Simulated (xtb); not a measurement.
C2H4N, doublet, from a rough starting geometry; GFN2-xTB (xtb).

Here is a job for xtb.
```
$ xtb mol.xyz --gfn 2 --uhf 1 --opt vtight --json

# file mol.xyz
7

C      1.59401510    -0.39803000    -0.23690896
N      0.41999955    -0.60853541    -0.01602518
C     -0.78389171    -0.00961991     0.19677483
H      2.19786337     0.49412369    -0.36166880
H     -1.08550822     0.53441065    -0.77425327
H     -1.57027819    -0.69709465     0.42801408
H     -0.75070156     0.77361569     0.92255400
```

Output, abridged:

```
   ID    Z sym.   atoms
    1    6 C      1, 3
    2    7 N      2
    3    1 H      4-7

           -------------------------------------------------
          |                Calculation Setup                |
           -------------------------------------------------

           -------------------------------------------------
          |                 G F N 2 - x T B                 |
           -------------------------------------------------

          ...................................................
          :                      SETUP                      :
          :.................................................:
          :  # basis functions                  16          :
          :  # atomic orbitals                  16          :
          :  # shells                           10          :
          :  # electrons                        17          :
          :  max. iterations                   250          :
          :  Hamiltonian                  GFN2-xTB          :
          :  restarted?                      false          :
          :  GBSA solvation                  false          :
          :  PC potential                    false          :
          :  electronic temp.          300.0000000     K    :
          :  accuracy                    1.0000000          :
          :  -> integral cutoff          0.2500000E+02      :
          :  -> integral neglect         0.1000000E-07      :
          :  -> SCF convergence          0.1000000E-05 Eh   :
          :  -> wf. convergence          0.1000000E-03 e    :
          :  Broyden damping             0.4000000          :
          :  net charge                          0          :
          :  unpaired electrons                  1          :
          ...................................................

 iter      E             dE          RMSdq      gap      omega  full diag
   1     -9.2149160 -0.921492E+01  0.480E+00    2.22       0.0  T
   2     -9.2258822 -0.109662E-01  0.412E+00    2.09       1.0  T
   3     -9.2645047 -0.386224E-01  0.210E+00    2.06       1.0  T
   4     -9.2656187 -0.111399E-02  0.304E-01    1.98       1.0  T
   5     -9.2656298 -0.110997E-04  0.179E-01    2.00       1.0  T
   6     -9.2657337 -0.103906E-03  0.444E-02    2.00       1.0  T
   7     -9.2657338 -0.133107E-06  0.820E-03    2.00       4.6  T
   8     -9.2657340 -0.244330E-06  0.331E-03    2.00      11.4  T
   9     -9.2657341 -0.405473E-07  0.581E-04    2.00      65.0  T
  10     -9.2657341 -0.136921E-08  0.281E-04    2.00     134.7  T

   *** convergence criteria satisfied after 10 iterations ***

         :::::::::::::::::::::::::::::::::::::::::::::::::::::
         ::                     SUMMARY                     ::
         :::::::::::::::::::::::::::::::::::::::::::::::::::::
         :: total energy              -9.113011986447 Eh    ::
         :: gradient norm              0.084143101883 Eh/a0 ::
         :: HOMO-LUMO gap              2.001894831075 eV    ::
         ::.................................................::
         :: SCC energy                -9.265733979661 Eh    ::
         :: -> isotropic ES            0.003288247184 Eh    ::
         :: -> anisotropic ES          0.002379709800 Eh    ::
         :: -> anisotropic XC          0.011989675178 Eh    ::
         :: -> dispersion             -0.002220768470 Eh    ::
         :: repulsion energy           0.152721993215 Eh    ::
         :: add. restraining           0.000000000000 Eh    ::
         :: total charge               0.000000000000 e     ::
         :::::::::::::::::::::::::::::::::::::::::::::::::::::

      -----------------------------------------------------------
     |                   =====================                   |
     |                        A N C O P T                        |
     |                   =====================                   |
     |               Approximate Normal Coordinate               |
     |                Rational Function Optimizer                |
      -----------------------------------------------------------
      -----------------------------------------------------------
     |                   =====================                   |
     |                        A N C O P T                        |
     |                   =====================                   |
     |               Approximate Normal Coordinate               |
     |                Rational Function Optimizer                |
      -----------------------------------------------------------

          ...................................................
          :                      SETUP                      :
          :.................................................:
          :   optimization level         verytight          :
          :   max. optcycles                   200          :
          :   ANC micro-cycles                  20          :
          :   degrees of freedom                15          :
          :.................................................:
          :   RF solver                   davidson          :
          :   write xtbopt.log                true          :
          :   linear?                        false          :
          :   energy convergence         0.1000000E-06 Eh   :
          :   grad. convergence          0.2000000E-03 Eh/α :
          :   maxmium RF displ.          1.0000000          :
          :   Hlow (freq-cutoff)         0.1000000E-01      :
          :   Hmax (freq-cutoff)         5.0000000          :
          :   S6 in model hess.         20.0000000          :
          ...................................................

generating ANC from exact Hessian ...
Using Lindh-Hessian (1995)
 Shifting diagonal of input Hessian by    0.0000000000000000
 Lowest  eigenvalues of input Hessian
    0.000000    0.000000    0.000000    0.000000    0.000000    0.000000
    0.016632    0.040701    0.084279    0.094247    0.121780    0.128527
[...]
 * total energy  :    -9.1198757 Eh     change       -0.1280721E-03 Eh
 * total energy  :    -9.1199549 Eh     change       -0.7919166E-04 Eh
 * total energy  :    -9.1200083 Eh     change       -0.5340460E-04 Eh
 * total energy  :    -9.1200586 Eh     change       -0.5022540E-04 Eh
 * total energy  :    -9.1200848 Eh     change       -0.2625789E-04 Eh
 * total energy  :    -9.1200946 Eh     change       -0.9732380E-05 Eh
 * total energy  :    -9.1201014 Eh     change       -0.6855923E-05 Eh
 * total energy  :    -9.1201020 Eh     change       -0.6157736E-06 Eh
 * total energy  :    -9.1201026 Eh     change       -0.5424752E-06 Eh
 * total energy  :    -9.1201028 Eh     change       -0.2183252E-06 Eh
 * total energy  :    -9.1201031 Eh     change       -0.3389716E-06 Eh
 * total energy  :    -9.1201033 Eh     change       -0.1514509E-06 Eh
 * total energy  :    -9.1201034 Eh     change       -0.8117705E-07 Eh
   *** GEOMETRY OPTIMIZATION CONVERGED AFTER 28 ITERATIONS ***
[...]
          :  electronic temp.          300.0000000     K    :
          :  accuracy                    1.0000000          :
          :  -> integral cutoff          0.2500000E+02      :
          :  -> integral neglect         0.1000000E-07      :
          :  -> SCF convergence          0.1000000E-05 Eh   :
          :  -> wf. convergence          0.1000000E-03 e    :
          :  Broyden damping             0.4000000          :
          :  net charge                          0          :
          :  unpaired electrons                  1          :
          ...................................................

 iter      E             dE          RMSdq      gap      omega  full diag
   1     -9.2655283 -0.926553E+01  0.131E-05    2.30       0.0  T
   2     -9.2655283 -0.461853E-13  0.748E-06    2.30    5052.3  T
   3     -9.2655283  0.444089E-13  0.324E-06    2.30   11654.1  T

   *** convergence criteria satisfied after 3 iterations ***

         :::::::::::::::::::::::::::::::::::::::::::::::::::::
         ::                     SUMMARY                     ::
         :::::::::::::::::::::::::::::::::::::::::::::::::::::
         :: total energy              -9.120103364724 Eh    ::
         :: gradient norm              0.000114528135 Eh/a0 ::
         :: HOMO-LUMO gap              2.301813120346 eV    ::
         ::.................................................::
         :: SCC energy                -9.265528116575 Eh    ::
         :: -> isotropic ES            0.003571281968 Eh    ::
         :: -> anisotropic ES          0.002352430114 Eh    ::
         :: -> anisotropic XC          0.012407212735 Eh    ::
         :: -> dispersion             -0.002211106109 Eh    ::
         :: repulsion energy           0.145424751851 Eh    ::
         :: add. restraining           0.000000000000 Eh    ::
         :: total charge              -0.000000000000 e     ::
         :::::::::::::::::::::::::::::::::::::::::::::::::::::

           -------------------------------------------------
          |                Property Printout                |
           -------------------------------------------------

    * Orbital Energies and Occupations

         #    Occupation            Energy/Eh            Energy/eV
      -------------------------------------------------------------
         1        2.0000           -0.6423080             -17.4781
         2        2.0000           -0.6123679             -16.6634
         3        2.0000           -0.5483302             -14.9208
         4        2.0000           -0.5179502             -14.0941
         5        2.0000           -0.5165010             -14.0547
         6        2.0000           -0.5026427             -13.6776
         7        2.0000           -0.4391603             -11.9502
         8        2.0000           -0.4140347             -11.2665
         9        1.0000           -0.2984647              -8.1216 (HOMO)
        10                         -0.2138746              -5.8198 (LUMO)
        11                          0.1044053               2.8410
        12                          0.1460143               3.9733
        13                          0.1742029               4.7403
        14                          0.2069133               5.6304
        15                          0.2309806               6.2853
        16                          0.7936029              21.5950
      -------------------------------------------------------------
                  HL-Gap            0.0845901 Eh            2.3018 eV
             Fermi-level           -0.3062097 Eh           -8.3324 eV

     #   Z          covCN         q      C6AA      α(0)
     1   6 C        1.842    -0.050    32.513     9.211
     2   7 N        1.819    -0.118    24.333     7.309
     3   6 C        3.687    -0.034    21.374     6.618
     4   1 H        0.925     0.044     2.390     2.417
     5   1 H        0.925     0.061     2.192     2.315
     6   1 H        0.925     0.061     2.192     2.315
     7   1 H        0.924     0.036     2.500     2.472

 Mol. C6AA /au·bohr⁶  :        454.336078
 Mol. C8AA /au·bohr⁸  :       9944.185096
 Mol. α(0) /au        :         32.658326

Wiberg/Mayer (AO) data.
largest (>0.10) Wiberg bond orders for each atom

 ---------------------------------------------------------------------------
     #   Z sym  total        # sym  WBO       # sym  WBO       # sym  WBO
 ---------------------------------------------------------------------------
     1   6 C    3.420 --     2 N    2.334     4 H    0.952
     2   7 N    3.374 --     1 C    2.334     3 C    0.999
     3   6 C    3.976 --     2 N    0.999     7 H    0.970     6 H    0.968
                             5 H    0.968
     4   1 H    0.992 --     1 C    0.952
     5   1 H    0.996 --     3 C    0.968
     6   1 H    0.996 --     3 C    0.968
     7   1 H    0.998 --     3 C    0.970
 ---------------------------------------------------------------------------

Topologies differ in total number of bonds
Writing topology from bond orders to xtbtopo.mol

molecular dipole:
                 x           y           z       tot (Debye)
 q only:       -0.356       0.202       0.180
   full:       -0.364       0.517       0.422       1.932
molecular quadrupole (traceless):
                xx          xy          yy          xz          yz          zz
 q only:        0.930       0.506      -0.513       0.297      -0.276      -0.417
  q+dip:        1.579       2.203      -0.810       1.553      -0.583      -0.769
   full:        0.940       1.734      -0.650       1.296      -1.067      -0.291

optimized geometry written to: xtbopt.xyz

           -------------------------------------------------
          | TOTAL ENERGY               -9.120103364724 Eh   |
          | GRADIENT NORM               0.000114528135 Eh/α |
          | HOMO-LUMO GAP               2.301813120346 eV   |
           -------------------------------------------------

normal termination of xtb
```
